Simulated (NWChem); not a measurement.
# AlHOF$_{2}$; SMILES [F][Al]([OH])[F]

```xyz
5

Al     0.0243    -0.0348     0.0000
F     -0.8271     1.3974     0.0000
F      1.6855     0.0272     0.0000
O     -0.7329    -1.5556     0.0000
H     -1.6985    -1.6460     0.0000
```
Atoms are numbered in this order, from 1.

Results from NWChem. The geometry was optimised at PBE-D3(BJ)/def2-SVP. B3LYP is NWChem's, with the RPA form of VWN correlation. Field at 589 nm.

Q: What does the run give for B3LYP/def2-SVP? Quantities: isotropic polarisability (bohr³); anisotropy (bohr³).

A: 
* **isotropic polarisability (bohr³)**: 19.4
* **anisotropy (bohr³)**: 6.2
